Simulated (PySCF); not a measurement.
# Telling isomers of C3H10F3NSi3 apart by NMR

[PySCF: coordinates at the GFN2-xTB level; shieldings: GIAO PBE0/pcSseg-1; non-relativistic Hamiltonian; fast rotation and ring inversion assumed for equivalent nuclei; no solvent model; a single conformation]

Scale: 1H (σ = 31.72 ppm), 13C (σ = 186.93 ppm) vs TMS (reference shieldings calculated alike). Splittings of carbon signals by F and P are missing where no couplings were computed. Where no couplings were computed, multiplicities follow the n + 1 count of equivalent neighbours, and m marks all less simple cases (inequivalent or close neighbours, rings, F or P nearby). Shifts are as computed. Against solution values, carbons near 30 ppm lie about +3 ppm off and those near 130 ppm about +5 ppm. Of 1309 compounds with measured shifts, 239 miss one by over three times the rms of a fit or turn the order of signals round; such compounds aren't used in these exercises.

(1) Tabulate the signals of `FC(F)[C@@]1(F)[SiH2][C@@H]1N([SiH3])[SiH3]`, `FC(F)=C(F)C[SiH2]N([SiH3])[SiH3]` and their relative energies.

(2) What is the quickest way to tell FC(F)[C@@]1(F)[SiH2][C@@H]1N([SiH3])[SiH3] from FC(F)=C(F)C[SiH2]N([SiH3])[SiH3]?

Answers

(1) 
```tsv
SMILES	carbon types	δC	δH	E rel. (kcal/mol)
FC(F)[C@@]1(F)[SiH2][C@@H]1N([SiH3])[SiH3]	1×C 2×CH	124.0, 97.1, 45.8	7.06 (m, 1H), 4.80 (s, 6H), 3.72 (m, 1H), 3.21 (m, 1H), 3.07 (m, 1H)	36.1
FC(F)=C(F)C[SiH2]N([SiH3])[SiH3]	2×C 1×CH2	168.3, 136.1, 17.0	4.86 (t, 2H), 4.75 (s, 6H), 1.86 (m, 2H)	0.0
```

Energies are electronic energies at PBE0/pcSseg-1 on these geometries, without zero-point or thermal terms, each for the one conformer computed, which needn't be the lowest.

(2) Both give the same number of carbon signals, but DEPT or the intensities differ. The first has an sp3 CH bonded to 2 F at 124.0 ppm, the second a fully substituted alkene carbon (C) at 168.3 ppm. In the proton spectra the most deshielded non-exchanging signals are 7.06 (m, 1H) and 4.86 (t, 2H).
